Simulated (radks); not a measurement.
Q: Coulomb parameter of the 4f shell of the dysprosium ion Dy2+ in the model configuration [Xe] 4f9 5d1, as a second difference U = [E(n + 0.5) + E(n - 0.5) - 2 E(n)] / (0.5)^2 with all orbitals relaxed. "Bare": the charge of the atom changes with n. "Screened": the 5d shell takes up the change at fixed total charge, which measures U(4f,4f) + U(5d,5d) - 2 U(4f,5d). All-electron calculation, Dirac Kohn-Sham, BLYP, spin-unpolarised, spherical densities, point nucleus; open shells are shared between the two j in proportion to 2j + 1. Program: a radial shooting solver on a logarithmic mesh with Libxc functionals. Estimate both.

A: U(bare) = 17.161 eV, U(screened by 5d) = 5.049 eV.
